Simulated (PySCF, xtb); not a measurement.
CH₅FSi, SMILES [SiH2](C)F.

The structure is a stationary point at B3LYP-D3(BJ)/def2-TZVP.

Level of theory: IEF-PCM-ωB97X/def2-SVP run with PySCF 2.14.0.

The values are the electrostatic part of the solvation free energy, E(continuum) − E(gas) at the gas-phase geometry, in a cavity of scaled van der Waals radii (PySCF's table); cavitation and dispersion terms are not included. In vacuum the orbital gap is 14.90 eV. The dipole moment in vacuum is 1.76 D.

Computed values in water (ε = 78.36), dimethylsulfoxide (ε = 46.83), n-hexane (ε = 1.88):
```tsv
solvent	ε	ΔG(elec) (kcal/mol)	dipole (D)	gap (eV)
water	78.36	-2.0	2.09	14.84
dimethylsulfoxide	46.83	-2.0	2.08	14.84
n-hexane	1.88	-0.7	1.88	14.87
```

For comparison, GFN2-xTB/ALPB(water) (xtb, at the GFN2-xTB geometry, all terms of that model) gives 0.1 kcal/mol.
